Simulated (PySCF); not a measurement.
SMILES C([SiH2]B)C(C)C (C4H13BSi) (GFN2-xTB optimised geometry):

```
19

B      0.243    -2.031    -1.050
Si     1.223    -0.861     0.177
C      0.489     0.906     0.000
C     -1.037     0.906     0.000
C     -1.584     2.336     0.000
C     -1.577     0.152    -1.208
H      0.492    -2.058    -2.197
H     -0.474    -2.874    -0.658
H      1.121    -1.176     1.617
H      2.672    -0.702    -0.052
H      0.848     1.541     0.811
H      0.842     1.363    -0.928
H     -1.388     0.406     0.911
H     -1.240     2.872    -0.883
H     -1.242     2.874     0.881
H     -2.672     2.335     0.000
H     -1.157    -0.865    -1.243
H     -2.662     0.064    -1.170
H     -1.298     0.657    -2.132
```

Calculation: B3LYP/def2-SVP (PySCF).

What are the frontier orbital energies and the dipole moment?

HOMO-2 -8.54 eV, HOMO-1 -8.29 eV, HOMO -7.71 eV, LUMO -2.07 eV, LUMO+1 1.40 eV; dipole moment 1.64 D.

On the same geometry PBE/def2-SVP run with PySCF gives HOMO-2 -7.39 eV, HOMO-1 -7.20 eV, HOMO -6.69 eV, LUMO -2.88 eV, LUMO+1 0.79 eV; dipole moment 1.89 D.

Meta-Löwdin charges at B3LYP/def2-SVP: B1 -0.24, Si2 0.50, C3 -0.38, C4 -0.03, C5 -0.28, C6 -0.24, H7 0.02, H8 0.02, H9 -0.12, H10 -0.10, H11 0.10, H12 0.09, H13 0.08, H14 0.09, H15 0.09, H16 0.09, H17 0.10, H18 0.10, H19 0.10.
